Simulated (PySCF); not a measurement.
Spectra and structures to be paired. The calculation used PySCF, TDDFT CAM-B3LYP/def2-SVPD, vertical, gas phase, core orbitals frozen in the response. Geometries: GFN2-xTB; one conformer of each isolated species. Triplets are in the Tamm–Dancoff approximation.

A. `NCCN[SiH2][SiH2]F`
B. `C1=CP1c1ccccc1`
C. `[SiH3]N([SiH3])[SiH]1N[SiH2]N1`
D. `COCc1ncc[nH]1`
E. `O=C1CCCC1`

Lowest singlet levels (six at most, fewer where fewer were computed) with oscillator strengths:

1. 243 nm (f 0.002); 239 nm (f 0.011); 238 nm (f 0.004); 226 nm (f 0.076); 215 nm (f 0.095); 198 nm (f 0.005); T1 3.99 eV
2. 236 nm (f 0.001); 203 nm (f 0.013); 194 nm (f 0.031); 190 nm (f 0.054); 185 nm (f 0.002); 182 nm (f 0.008); T1 4.99 eV
3. 214 nm (f 0.026); 201 nm (f 0.001); 190 nm (f 0.011); 186 nm (f 0.001); 182 nm (f 0.001); 174 nm (f 0.002); T1 5.54 eV
4. 200 nm (f 0.009); 188 nm (f 0.240); 181 nm (f 0.000); 178 nm (f 0.003); 174 nm (f 0.017); 173 nm (f 0.033); T1 4.58 eV
5. 288 nm (f 0.000); 179 nm (f 0.020); 159 nm (f 0.011); 156 nm (f 0.001); 155 nm (f 0.021); 148 nm (f 0.031); T1 3.79 eV

**Question.** Which spectrum belongs to which structure?

**Answer.** 1 = B, 2 = A, 3 = C, 4 = D, 5 = E.
- A: S1 at 5.25 eV, HOMO→LUMO (57%), HOMO-1→LUMO (37%); Löwdin shares by element: HOMO nitrogen 54%, carbon 22% (atoms not listed hold the other 24%); LUMO silicon 54%, hydrogen 16% or more (atoms not listed hold the other 30%); HOMO -8.25 and LUMO -0.02 eV.
- B: S1 at 5.11 eV, HOMO→LUMO+1 (50%), HOMO→LUMO (19%), HOMO-1→LUMO (15%); Löwdin shares by element: HOMO carbon 39% or more, phosphorus 34% (atoms not listed hold the other 27%); LUMO carbon 41% or more, phosphorus 11% (atoms not listed hold the other 48%); HOMO -8.09 and LUMO 0.32 eV.
- C: S1 at 5.80 eV, HOMO→LUMO (91%); Löwdin shares by element: HOMO nitrogen 76%, silicon 6% or more (atoms not listed hold the other 18%); LUMO silicon 32% or more, hydrogen 8% or more, nitrogen 8% or more (atoms not listed hold the other 52%); HOMO -8.51 and LUMO 0.60 eV.
- D: S1 at 6.18 eV, HOMO→LUMO (56%), HOMO→LUMO+1 (38%); Löwdin shares by element: HOMO carbon 69% or more, nitrogen 9% or more (atoms not listed hold the other 22%); LUMO carbon 39% or more, oxygen 10%, hydrogen 7% or more (atoms not listed hold the other 44%); HOMO -7.67 and LUMO 1.17 eV; point group Cs, 1 of its 6 listed states under f = 0.0005.
- E: S1 at 4.31 eV, HOMO→LUMO (94%); S1 has the pattern of n→π* at C=O; HOMO -8.54 and LUMO 0.60 eV; point group C2, 1 of its 6 listed states under f = 0.0005.
A and B have S1 within 0.15 eV of each other; their strongest listed levels stand at 6.53 eV (f 0.054) and 5.75 eV (f 0.095).
